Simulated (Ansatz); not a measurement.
CN (SMILES [C]#N), doublet, at a GFN2-xTB geometry; REVPBE/6-31G run with Ansatz (an electronic-structure program).

Ansatz was given this input:
Ansatz 0.2 input:
```yaml
crystal:
  periodic: [false, false, false]
  atoms:
    - {symbol: C, position_ang: [-0.00000000, -0.00000000, -0.61154905]}
    - {symbol: N, position_ang: [0.00000000, 0.00000000, 0.52418490]}
basis:
  gaussian:
    orbitals: 6-31G
hamiltonian:
  xc: revpbe
magnetization: {spin_polarized: true, initial_magnetization: 1}
```

It wrote (shortened):

```
Functional definition: revPBE
259 factors; integrals over basis functions are off by at most 1.9e-4 eV
mean field evaluation 1: about -2517.2991 eV, gradient 3.2e1 eV
mean field evaluation 2: about -2473.8878 eV, gradient 9.2e1 eV
mean field evaluation 4: about -2521.3491 eV, gradient 5.5e0 eV
mean field evaluation 8: about -2521.4737 eV, gradient 2.1e-2 eV
a density is far from that of the atoms, so the factors are made again for it
280 factors; integrals over basis functions are off by at most 3.5e-5 eV
mean field evaluation 16: about -2521.4769 eV, gradient 2.1e-2 eV
mean field -2521.47363887 eV, -92.6624471124 hartree, gradient 1.9e-5 eV, S^2 0.754602; 0 other end points of the search recorded, 0 dependent functions left out
reference -2521.47365152 eV, -92.6624475770 hartree; 7, 6 occupied and 11, 12 virtual orbitals, 280 factors
Total energy: -2521.47365152 eV, -92.6624475770 hartree
```
